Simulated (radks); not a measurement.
Nd II, configuration [Xe] 4f4 6s1. All-electron calculation, Dirac Kohn-Sham, BLYP, spin-unpolarised, spherical densities, point nucleus; open shells are shared between the two j in proportion to 2j + 1. Program: a radial shooting solver on a logarithmic mesh with Libxc functionals. Some entries of the table are withheld. Estimate them.

orbital     occ.  eigenvalue (hartree)  <r^2> (bohr^2)  r(max) (bohr)
1s1/2          2             -1593.988       0.0007597        0.01509
2s1/2          2             -257.8783         0.01197        0.08565
2p1/2          2             -243.9838        0.008749        0.06507
2p3/2          4             -224.8634         0.01000        0.07052
3s1/2          2             -56.10183         0.08096         0.2440
3p1/2          2                   (1)         0.07598         0.2308
3p3/2          4                   (2)         0.08334         0.2425
3d3/2          4             -36.02275             (3)         0.1941
3d5/2          6             -35.19773             (4)         0.1974
4s1/2          2             -11.31845          0.4164         0.5654
4p1/2          2                   (5)          0.4428         0.5728
4p3/2          4                   (6)          0.4837         0.5979
4d3/2          4              -4.57589          0.5714         0.6139
4d5/2          6              -4.42957          0.5880         0.6221
5s1/2          2              -1.69671           2.440          1.319
5p1/2          2              -1.10016           3.149          1.447
5p3/2          4              -0.98838           3.509          1.521
6s1/2          1              -0.30207           17.97          3.524
4f5/2    1.71429              -0.28258           1.685         0.6598
4f7/2    2.28571              -0.26769           1.760         0.6651

Answer. 
(1) 3p1/2 eigenvalue (hartree): -50.16970
(2) 3p3/2 eigenvalue (hartree): -46.35352
(3) 3d3/2 <r^2> (bohr^2): 0.06760
(4) 3d5/2 <r^2> (bohr^2): 0.06967
(5) 4p1/2 eigenvalue (hartree): -9.08074
(6) 4p3/2 eigenvalue (hartree): -8.25210
